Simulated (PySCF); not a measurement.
Computed shifts of a molecule C4H9N, PBE/pcSseg-1 (PySCF), GIAO, gas phase, equivalent atoms averaged, in ppm (number of nuclei): ¹³C: 147.2 (1), 83.8 (1), 47.8 (1), 39.0 (1). ¹⁵N: 92.0 (1). ¹H: 6.18 (1), 3.98 (1), 3.85 (1), 2.97 (3), 2.75 (3). References: ¹³C against TMS (σ = 182.0 ppm); ¹⁵N against NH3 (σ = 267.0 ppm); ¹H against TMS (σ = 31.49 ppm), references at their B3LYP-D3(BJ)/def2-TZVP geometries, non-relativistic. The structure is a stationary point at B3LYP-D3(BJ)/def2-SVP. One conformer was computed; it need not be the lowest.

Q: Pick the molecule that these values belong to.
A) C=CN(C)C
B) C=C(C)CN
C) C/C=N/CC
D) CN1CCC1

A: A, C=CN(C)C
